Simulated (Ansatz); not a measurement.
`C=[CH][Sn]([Cl])([Cl])[Cl]` + HBr → `[Cl][Sn]([Cl])([Cl])[Br]` + `C=C` at 298.15 K and 1 bar (ligand exchange at the Sn–C bond).

Gas-phase electronic energies from Ansatz, PBE0-D4/def2-TZVP geometries. CCSD(T)/CBS adds triple-zeta CCSD(T) − MP2 to the extrapolated MP2 energy (def2 sets, frozen cores). This one scheme is used for every species. def2 core potentials past Kr. For Br, Sn outer-core shells are correlated without core-valence functions, which leaves a few kJ/mol of doubt a bond. Scalar relativity is left out up to krypton. One conformer a species, not always the lowest.

```
                     species  CCSD(T)/CBS energy (Eh)  H − E (kJ/mol)  S (J/(mol·K))
`C=[CH][Sn]([Cl])([Cl])[Cl]`              -1671.39163           146.4          417.5
                         HBr              -2573.91920            24.6          198.6
  `[Cl][Sn]([Cl])([Cl])[Br]`              -4166.86464            34.9          390.9
                       `C=C`                -78.48111           144.6          218.9
```

H − E and S are ideal-gas, rigid-rotor, harmonic terms from PBE0-D4/def2-TZVP, for one conformer and one mirror image of each species. 1 Eh = 2625.50 kJ/mol, R = 8.31446 J/(mol·K).

Problem. By hand: ΔE, ΔH, ΔS and ΔG.

Solution. ΔE = (-4166.86464) + (-78.48111) − (-1671.39163) − (-2573.91920) = -0.03492 Eh = -91.7 kJ/mol. Δ(H − E) = 34.9 + 144.6 − 146.4 − 24.6 = 8.5, so ΔH = -83.2 kJ/mol. ΔS = 390.9 + 218.9 − 417.5 − 198.6 = -6.3 J/(mol·K). ΔG = -83.2 − 298.15 × (-6.3)/1000 = -81.3 kJ/mol.

Problem. By hand: the equilibrium constant, and the temperature at which ΔG would vanish if ΔH and ΔS stayed fixed.

Solution. log₁₀ K = −ΔG/(RT ln 10) = 14.2. ΔG = 0 at ΔH/ΔS = 13206 K, far beyond where these terms or the molecules hold.

The number of gas molecules stays the same, so ΔS is small and ΔH decides. A doubt of 5 kJ/mol in ΔE shifts log₁₀ K by 0.9 here. Other conformers and mirror images would add mixing entropy, several J/(mol·K) or more a flexible species. Modes under 60 cm⁻¹, often nearly free rotors, make the harmonic entropy too high. These are equilibria of isolated gas molecules and say nothing of rates. Largest T1 diagnostic: 0.011 (customary marks: 0.02 for closed shells, 0.045 for open ones).
